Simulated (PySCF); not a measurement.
Isomers of C7H11Cl. Theory: PBE0-D3(BJ)/def2-SVP geometry optimisation, gas phase (PySCF). One conformer each; no zero-point energy, no entropy. No frequencies were run at this level. Point groups hold within 0.08 Å.

Question: Rank from lowest to highest electronic energy at this level (kcal/mol).
A. `[Cl:1][C@@:2]12[CH2:3][CH2:4][CH2:5][C@@H:6]1[CH2:7][CH2:8]2` with Cl1–C2–C3–C4 150°, C2–C3–C4–C5 -38°, C3–C4–C5–C6 39°, C4–C5–C6–C7 72°
B. `C[C@@H]1[C@@H]2C[C@H]1[C@H](Cl)C2`

Answer: A (0.0), B (10.4).

| SMILES | E (Eh) | E rel (kcal/mol) | dipole (D) | point group | A, B, C (MHz) |
| --- | --- | --- | --- | --- | --- |
| Cl[C@@]12CCC[C@@H]1CC2 | -732.75733 | 0.0 | 2.03 | C1 | 2585, 1539, 1281 |
| C[C@@H]1[C@@H]2C[C@H]1[C@H](Cl)C2 | -732.74072 | 10.4 | 2.01 | C1 | 2976, 1326, 1138 |
